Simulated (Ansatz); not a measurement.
Geometry optimisation, RKS B3LYP/def2-SVP (Ansatz 0.2.0).

The input (input.yaml):

```yaml
crystal:
  periodic: [false, false, false]
  atoms:
    - { symbol: W, position_ang: [0.0, 0.0, 0.0] }
    - { symbol: O, position_ang: [0.0, 0.0, 1.94] }
    - { symbol: H, position_ang: [-0.9095, -0.2814, 2.2771] }
    - { symbol: H, position_ang: [1.72, 0.0, 0.0] }
    - { symbol: Cl, position_ang: [0.0, 2.39, 0.0] }
    - { symbol: H, position_ang: [-1.72, 0.0, 0.0] }
    - { symbol: H, position_ang: [0.0, -1.72, 0.0] }
    - { symbol: H, position_ang: [0.0, 0.0, -1.72] }
basis:
  gaussian: { orbitals: def2-SVP }
hamiltonian:
  xc: b3lyp
relax:
  f_tol: 0.02
  max_steps: 40
output:
  orbitals: {}
```

Run as:

```bash
$ ansatz run input.yaml --threads 1 --pin off --max-ram 2048MiB --backend cpu --events-out ev --progress --plain --runs-dir out
```

Task: Where does it end, and by what steps?

Result: The run converged. After 17 steps the energy has fallen by 4.510 eV; H7 moved furthest, 1.00 Å.

```csv
step,energy less start (eV),largest force component (eV/Å),accepted
0,0.0000,5.727,yes
1,-1.7064,1.996,yes
2,-2.8522,2.357,yes
3,-3.7449,2.744,yes
4,-4.0972,1.902,yes
5,-4.0776,2.094,no
6,-4.2073,0.400,yes
7,-4.2337,0.290,yes
8,-4.2702,0.550,yes
9,-4.3356,0.528,yes
10,-4.4020,0.733,yes
11,-4.4380,0.888,yes
12,-4.4482,0.626,yes
13,-4.4990,0.410,yes
14,-4.5067,0.151,yes
15,-4.5094,0.049,yes
16,-4.5095,0.049,yes
17,-4.5095,0.007,yes
```

```xyz
8
Properties=species:S:1:pos:R:3
W 0.126 0.260 0.211
O -0.320 0.050 2.025
H -1.107 -0.344 2.427
H 1.685 -0.397 0.100
Cl 0.323 2.469 -0.417
H -1.180 -0.782 0.096
H 0.331 -1.126 -0.734
H -0.768 0.258 -1.211
```

Whether the end is a true minimum wasn't checked by a vibrational analysis.

Time of the run: 95 s on 1 thread of Arm Neoverse V1, on a shared host, peak memory 0.18 GiB.
